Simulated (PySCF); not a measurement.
**Polarisability and C₆ of Si⁻ (silicon, charge -1)**

[Ne] 3s2 3p3, high-spin 4S determinant. Computed with PySCF 2.14 in aug-cc-pV(Q+d)Z with one added diffuse shell each of s, p, d, f, g type (8s7p6d4f3g, 114 functions), with the non-relativistic Hamiltonian (point nucleus). Coupled (time-dependent) response in atomic units; α is the mean over directions.

```csv
method,mean α (bohr³),C₆ (like pair),S(−4)
UHF,136.0,1818,12970
```

S(−4) is the Cauchy moment in α(ω) = α(0) + S(−4) ω² + …

α(iu) at UHF:

```
u (hartree)  α(iu) (bohr³)
          0          136.0
     0.0500          112.3
      0.100          80.71
      0.200          45.16
      0.300          28.34
      0.500          13.80
      0.750          7.151
       1.00          4.352
       1.50          2.125
       2.00          1.282
       3.00         0.6428
       5.00         0.2811
```

A single London oscillator, α(iu) = α/(1 + u²/ω²), gives C₆ = (3/4) ω α². Matching the computed C₆ needs ω = 4 × 1818 / (3 × 136.0²) = 0.131 hartree.

For an ion, C₆ is the dispersion term alone; charge-induced terms of lower order in 1/R come first.
